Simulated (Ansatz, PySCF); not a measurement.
C3H9ClOSi (SMILES CCO[SiH](C)Cl), singlet, geometry from GFN2-xTB, atoms displaced at random by about 0.08 Å a coordinate. Base run: B3LYP/STO-3G, gradient in PySCF.

The PySCF input:
```python
from pyscf import gto, scf, dft

mol = gto.Mole()
mol.atom = '''
    Si   -0.909058    0.098262   -0.186328
    C    -1.607642   -1.555128    0.685116
    Cl   -1.116797    1.713831    0.717835
    O     0.741651    0.031794   -0.336762
    C     1.594755   -1.144014   -0.811485
    C     3.060031   -0.622427   -0.437753
    H    -1.602033    0.025884   -1.520290
    H    -2.561244   -1.390492    0.820958
    H    -1.176873   -1.538747    1.753768
    H    -1.422137   -2.279746    0.154940
    H     1.491798   -0.995970   -1.878787
    H     1.377804   -2.026703   -0.327081
    H     3.315331    0.238844   -0.981361
    H     3.786994   -1.373307   -0.993500
    H     3.051426   -0.671451    0.596930
'''
mol.basis = 'sto-3g'
mol.charge = 0
mol.spin = 0
mol.verbose = 4
mol.build()

mf = dft.RKS(mol)
mf.xc = 'b3lyp'
mf.kernel()
g = mf.nuc_grad_method()
grad = g.kernel()
```

Programs used: Ansatz (a quantum-chemistry and plane-wave program), PySCF; a row that names a program was run with it.

The coordinate followed is x of atom 4.

Variants of this job, named by their change:

```json
[
 {"change": "base", "dE/dx (Eh/bohr)": "-0.041421", "net force (Eh/bohr)": "0.000035"},
 {"change": "conv_tol = 1e-6", "dE/dx (Eh/bohr)": "-0.041410", "net force (Eh/bohr)": "0.000035"},
 {"change": "grid_response = on", "dE/dx (Eh/bohr)": "-0.041401", "net force (Eh/bohr)": "0.000000"},
 {"change": "grids.level = 0; grid_response = on", "dE/dx (Eh/bohr)": "[?]", "net force (Eh/bohr)": "0.000000"},
 {"change": "grids.level = 1; grid_response = off", "dE/dx (Eh/bohr)": "-0.041445", "net force (Eh/bohr)": "0.000659"},
 {"change": "conv_tol = 1e-4", "dE/dx (Eh/bohr)": "-0.041425", "net force (Eh/bohr)": "0.000035"},
 {"change": "conv_tol = 1e-11", "dE/dx (Eh/bohr)": "-0.041420", "net force (Eh/bohr)": "0.000035"},
 {"change": "code = ansatz", "dE/dx (Eh/bohr)": "-0.041425", "net force (Eh/bohr)": "0.000000"},
 {"change": "grids.level = 5; grid_response = off", "dE/dx (Eh/bohr)": "-0.041426", "net force (Eh/bohr)": "0.000008"},
 {"change": "finite difference step (bohr) = 0.01; conv_tol = 1e-11", "dE/dx (Eh/bohr)": "-0.041413", "net force (Eh/bohr)": "-"},
 {"change": "finite difference step (bohr) = 0.05; conv_tol = 1e-11", "dE/dx (Eh/bohr)": "-0.041693", "net force (Eh/bohr)": "-"},
 {"change": "grids.level = 1; grid_response = on", "dE/dx (Eh/bohr)": "-0.041426", "net force (Eh/bohr)": "0.000000"}
]
```

Question: Some entries are withheld; supply them.

Answer: 
- grids.level = 0; grid_response = on, dE/dx (Eh/bohr): -0.043883

The net force is zero for an exact gradient.
